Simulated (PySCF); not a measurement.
## Gallium: a sound run and one with changed settings

Sound run: Ga²⁺ [Ar] 3d10 4s1, Ga³⁺ [Ar] 3d10. Calculation: PySCF 2.14, in x2c-SVPall (5s4p3d, 32 functions); the spin-free X2C one-electron Hamiltonian (Gaussian nucleus). The sound run starts from symmetry-adapted Hartree-Fock orbitals and uses a fine grid where one is needed.

Changed run: radial step 0.8 in ln r (0.13 in the sound run). This setting is unsound on purpose.

| species | method | sound run (hartree) | changed run (hartree) | converged |
| --- | --- | --- | --- | --- |
| Ga²⁺ | UHF | -1940.93852 | -1940.93852 | yes |
| Ga²⁺ | LDA | -1939.33396 | -1939.11012 | yes |
| Ga²⁺ | MN15 | -1943.68522 | -1943.54058 | yes |
| Ga³⁺ | UHF | -1939.85187 | -1939.85187 | yes |
| Ga³⁺ | LDA | -1938.16770 | -1937.96909 | yes |
| Ga³⁺ | MN15 | -1942.56553 | -1942.42692 | yes |

Ionisation energy of Ga²⁺:

```tsv
method	sound run (eV)	changed run (eV)
UHF	29.569	29.569
LDA	31.736	31.049
MN15	30.468	30.304
```

A coarse radial grid mis-integrates the density and the exchange-correlation energy, with errors of either sign; Hartree-Fock needs no grid.

For comparison, NIST gives 30.726 eV between the lowest levels.
